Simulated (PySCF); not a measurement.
B(Cl)(vinyl)(OMe) (C3H6BClO), SMILES C=CB(Cl)OC. The structure is a stationary point at PBE-D3(BJ)/def2-SVP. The values are those of a single conformer.

Computed with PySCF with PBE-D3(BJ)/def2-SVP.

Harmonic wavenumbers (cm⁻¹): 86, 148, 162, 205, 238, 284, 376, 453, 653, 659, 946, 967, 1002, 1017, 1059, 1134, 1152, 1254, 1345, 1396, 1419, 1424, 1461, 1633, 2955, 3043, 3059, 3063, 3075, 3150. Rotational constants (GHz): 3.660, 2.061, 1.355; symmetry number 1.

Problem. Work out the zero-point energy and the ideal-gas rigid-rotor harmonic-oscillator thermochemistry at 298.15 K and 1 atm.

Solution. ZPE = ½ Σ hcν = ½ × 38819 cm⁻¹ = 232.19 kJ/mol. H − E(el) = 254.36 kJ/mol. Entropy in J/(mol K): translation 166.71, rotation 116.50, vibration 73.88, total 357.09. G − E(el) = 147.90 kJ/mol. Cp = 112.38 J/(mol K). Modes under 150 cm⁻¹ make the vibrational entropy uncertain.
